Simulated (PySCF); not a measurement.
A structure optimised at B3LYP-D3(BJ)/def2-TZVP, used in a PySCF frequency run:

```xyz
2

Cl     0.0000     0.0000    -1.4574
Br     0.0000     0.0000     0.7079
```

Task: Write its SMILES, formula and point group.

Result: ClBr, BrCl, C∞v

Task: What are its rotational constants (standard atomic weights)?

Result: 4.3897 GHz (linear rotor, B only)
